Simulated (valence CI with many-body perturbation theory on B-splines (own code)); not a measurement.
Results of a calculation; reference values are marked as such.
# Energy levels of Cs XLI

Level of theory: valence CI with perturbative core correlation (CI+MBPT): five valence electrons over a frozen Dirac-Fock core [Ne], a basis of 11 s, 11 p, 10 d, 8 f, 5 g, 2 h functions for each j, with the one-electron correlation potential Σ1 (screened to all orders), the two-electron term Σ2, the three-electron term Σ3, Breit, model QED; selected single and double excitations, second order for the rest, scaled by the run's own slope (own B-spline code, finite nucleus).

The last digits are not significant, and no measured levels were compared; by estimate large intervals hold to a few tenths of a per cent, small ones and those within an open d or f shell to about a per cent. Among the levels kept, up to 3200 cm⁻¹ of a level comes from second order outside the variational space, and about a tenth of that is noise between levels of different J, which matters for small intervals.

Levels 46 to 90 of 167, with energies above the lowest level, (3s^2 3p1/2^2 3p3/2) J=3/2. "Leading %" is the weight of the configuration and term that name the level; weights of strongly mixed levels are sums over their largest components and can fall short. In the jj column 3d3/2^4 stands for four electrons in 3d with j = 3/2.

| No. | Configuration | Term | J | E (eV) | Leading % | Leading jj | g |
| --- | --- | --- | --- | --- | --- | --- | --- |
| 46 | 3s3p³3d | ⁴D° | 5/2 | 369.95 | 33 | 3s 3p1/2^2 3p3/2 3d5/2 (85 %) | 1.397 |
| 47 | 3s3p³3d | ⁴D° | 1/2 | 371.72 | 48 | 3s 3p1/2^2 3p3/2 3d3/2 (83 %) | 0.578 |
| 48 | 3s3p³3d | ²P° | 3/2 | 375.09 | 26 | 3s 3p1/2^2 3p3/2 3d5/2 (60 %) | 1.214 |
| 49 | 3s²3p²3d | ²D | 3/2 | 376.08 | 45 | 3s^2 3p3/2^2 3d5/2 (85 %) | 1.126 |
| 50 | 3s3p³3d | ²F° | 7/2 | 379.21 | 32 | 3s 3p1/2^2 3p3/2 3d5/2 (66 %) | 1.226 |
| 51 | 3s²3p²3d | ²D | 5/2 | 380.06 | 53 | 3s^2 3p3/2^2 3d5/2 (86 %) | 1.139 |
| 52 | 3s3p³3d | ²F° | 7/2 | 389.63 | 21 | 3s 3p1/2^2 3p3/2 3d5/2 (84 %) | 1.149 |
| 53 | 3s3p³3d | ⁴D° | 1/2 | 393.44 | 52 | 3s 3p1/2^2 3p3/2 3d5/2 (82 %) | 0.473 |
| 54 | 3s²3p3d² | ⁴G° | 5/2 | 396.90 | 34 | 3s^2 3p1/2 3d3/2^2 (66 %) | 0.808 |
| 55 | 3s²3p3d² | ⁴G° | 5/2 | 397.61 | 14 | 3s 3p1/2^2 3p3/2 3d5/2 (59 %) | 1.021 |
| 56 | 3s3p³3d | ⁴D° | 3/2 | 399.31 | 29 | 3s 3p1/2^2 3p3/2 3d5/2 (78 %) | 1.392 |
| 57 | 3s3p⁴ | ²P | 1/2 | 401.95 | 30 | 3s 3p3/2^4 (78 %) | 1.673 |
| 58 | 3s3p³3d | ⁴D° | 3/2 | 406.40 | 36 | 3s 3p1/2 3p3/2^2 3d3/2 (70 %) | 1.220 |
| 59 | 3s3p³3d | ⁶D° | 1/2 | 408.41 | 30 | 3s 3p1/2 3p3/2^2 3d3/2 (64 %) | 1.975 |
| 60 | 3s3p³3d | ⁶D° | 5/2 | 409.49 | 20 | 3s 3p1/2 3p3/2^2 3d3/2 (57 %) | 1.222 |
| 61 | 3s²3p3d² | ⁴G° | 7/2 | 411.70 | 29 | 3s^2 3p1/2 3d3/2 3d5/2 (48 %) | 1.149 |
| 62 | 3p⁵ | ²P° | 3/2 | 419.26 | 35 | 3p1/2^2 3p3/2^3 (35 %) | 1.174 |
| 63 | 3s3p³3d | ⁴G° | 9/2 | 420.70 | 16 | 3s^2 3p1/2 3d3/2 3d5/2 (46 %) | 1.162 |
| 64 | 3s²3p3d² | ⁴D° | 1/2 | 421.18 | 34 | 3s^2 3p1/2 3d3/2^2 (64 %) | 0.702 |
| 65 | 3s3p³3d | ⁶D° | 7/2 | 424.66 | 27 | 3s 3p1/2 3p3/2^2 3d5/2 (55 %) | 1.347 |
| 66 | 3s²3p3d² | ⁴F° | 3/2 | 426.21 | 31 | 3s^2 3p1/2 3d3/2^2 (75 %) | 0.769 |
| 67 | 3s3p³3d | ⁴F° | 5/2 | 429.40 | 16 | 3s^2 3p1/2 3d3/2 3d5/2 (55 %) | 1.082 |
| 68 | 3s3p³3d | ⁴D° | 7/2 | 431.92 | 31 | 3s 3p1/2 3p3/2^2 3d3/2 (46 %) | 1.157 |
| 69 | 3s3p³3d | ⁴G° | 9/2 | 435.04 | 32 | 3s 3p1/2 3p3/2^2 3d5/2 (80 %) | 1.270 |
| 70 | 3s²3p3d² | ⁴D° | 3/2 | 435.11 | 17 | 3s^2 3p1/2 3d3/2 3d5/2 (36 %) | 1.081 |
| 71 | 3s3p³3d | ⁴P° | 5/2 | 437.63 | 37 | 3s 3p1/2 3p3/2^2 3d3/2 (48 %) | 1.367 |
| 72 | 3s²3p3d² | ⁴D° | 1/2 | 438.04 | 27 | 3s^2 3p1/2 3d3/2 3d5/2 (53 %) | 1.017 |
| 73 | 3s3p³3d | ⁴S° | 3/2 | 439.15 | 19 | 3s 3p1/2 3p3/2^2 3d3/2 (56 %) | 1.504 |
| 74 | 3s3p³3d | ⁴F° | 9/2 | 440.54 | 57 | 3s 3p1/2 3p3/2^2 3d5/2 (60 %) | 1.205 |
| 75 | 3s3p³3d | ⁴D° | 7/2 | 441.38 | 25 | 3s 3p1/2 3p3/2^2 3d3/2 (44 %) | 1.225 |
| 76 | 3s3p³3d | ²P° | 1/2 | 442.34 | 32 | 3s 3p1/2 3p3/2^2 3d5/2 (66 %) | 0.827 |
| 77 | 3s3p³3d | ²G° | 9/2 | 443.55 | 41 | 3s 3p1/2 3p3/2^2 3d3/2 (59 %) | 1.133 |
| 78 | 3s3p³3d | ⁴F° | 3/2 | 445.93 | 29 | 3s 3p1/2 3p3/2^2 3d3/2 (63 %) | 0.955 |
| 79 | 3s²3p3d² | ⁴D° | 5/2 | 447.94 | 14 | 3s^2 3p1/2 3d5/2^2 (31 %) | 1.157 |
| 80 | 3s3p³3d | ⁴G° | 11/2 | 449.74 | 96 | 3s 3p1/2 3p3/2^2 3d5/2 (96 %) | 1.266 |
| 81 | 3s3p³3d | ²G° | 7/2 | 449.82 | 34 | 3s 3p1/2 3p3/2^2 3d3/2 (55 %) | 1.019 |
| 82 | 3s3p³3d | ⁴D° | 1/2 | 450.76 | 20 | 3s 3p1/2 3p3/2^2 3d3/2 (61 %) | 1.076 |
| 83 | 3s3p³3d | ⁴D° | 3/2 | 450.81 | 16 | 3s^2 3p1/2 3d5/2^2 (46 %) | 1.214 |
| 84 | 3s3p³3d | ⁴P° | 5/2 | 454.38 | 22 | 3s 3p1/2 3p3/2^2 3d3/2 (34 %) | 1.194 |
| 85 | 3s3p³3d | ⁴G° | 5/2 | 455.10 | 14 | 3s 3p1/2 3p3/2^2 3d3/2 (51 %) | 1.015 |
| 86 | 3s3p³3d | ⁴F° | 3/2 | 455.60 | 41 | 3s 3p1/2 3p3/2^2 3d3/2 (81 %) | 0.830 |
| 87 | 3s3p³3d | ²S° | 1/2 | 456.63 | 46 | 3s 3p1/2 3p3/2^2 3d5/2 (82 %) | 2.122 |
| 88 | 3s²3p3d² | ²F° | 7/2 | 460.30 | 22 | 3s 3p1/2 3p3/2^2 3d5/2 (38 %) | 1.182 |
| 89 | 3s3p³3d | ⁴P° | 3/2 | 460.96 | 24 | 3s 3p1/2 3p3/2^2 3d3/2 (45 %) | 1.417 |
| 90 | 3s3p³3d | ⁴D° | 5/2 | 463.37 | 27 | 3s 3p1/2 3p3/2^2 3d5/2 (63 %) | 1.258 |

Where two levels of one J and parity lie close, their mixing, g and order are uncertain.
